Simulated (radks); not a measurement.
Results of a calculation; reference values are marked as such.
Species: Kr4+. Configuration: [Ar] 3d10 4s2 4p2 (the NIST ground configuration).

Code: a radial shooting solver on a logarithmic mesh with Libxc functionals. Model: scalar-relativistic Kohn-Sham, BLYP, spin-polarised, spherical densities, finite nucleus; open shells are filled with parallel spins first; Fermi nuclear charge, rms radius 4.1884 fm.

Energy parts (Ry):
total: -5572.22630
kinetic: 5700.24554
electron-nucleus: -13307.41487
Hartree: 2225.48790
exchange-correlation: -190.54487

Orbitals (lengths in bohr, moments of r in powers of bohr; r(90%) holds 90 % of the orbital's charge):
| orbital | occ. | eigenvalue (Ry) | r(90%) | <1/r> |
|---|---|---|---|---|
| 1s up | 1 | -1045.139 | 0.0742 | 36.76 |
| 1s down | 1 | -1045.124 | 0.0742 | 36.76 |
| 2s up | 1 | -141.2683 | 0.284 | 8.164 |
| 2s down | 1 | -141.2595 | 0.284 | 8.164 |
| 2p up | 3 | -125.4259 | 0.261 | 7.986 |
| 2p down | 3 | -125.4112 | 0.261 | 7.986 |
| 3s up | 1 | -23.53633 | 0.788 | 2.702 |
| 3s down | 1 | -23.51603 | 0.788 | 2.702 |
| 3p up | 3 | -18.48948 | 0.823 | 2.550 |
| 3p down | 3 | -18.46661 | 0.822 | 2.551 |
| 3d up | 5 | -10.12791 | 0.905 | 2.279 |
| 3d down | 5 | -10.10023 | 0.901 | 2.283 |
| 4s up | 1 | -5.42993 | 2.07 | 0.9359 |
| 4s down | 1 | -5.25105 | 2.08 | 0.9393 |
| 4p up | 2 | -4.21816 | 2.33 | 0.8278 |
| 4p down | 0 | -4.04030 | 2.37 | 0.8243 |

The highest occupied level is 4p up at -57.391 eV. Spin moment in Bohr magnetons: 2. For comparison, the ionisation energy in NIST's Atomic Spectra Database is 64.7 eV (semi-empirical). In exact Kohn-Sham theory the highest level is minus the ionisation energy, but local and semilocal functionals leave it too shallow, through self-interaction and a potential that decays too fast; potentials with the right tail come closer. The density falls to 0.001 e/bohr^3 at r = 3.05 bohr. The spin density at the nucleus is -0.9637 e/bohr^3 (1s -0.4077, 2s 0.1198, 3s 0.0924, 4s -0.7682). The electron density at the nucleus is 5.018e+04 e/bohr^3 (large components only).
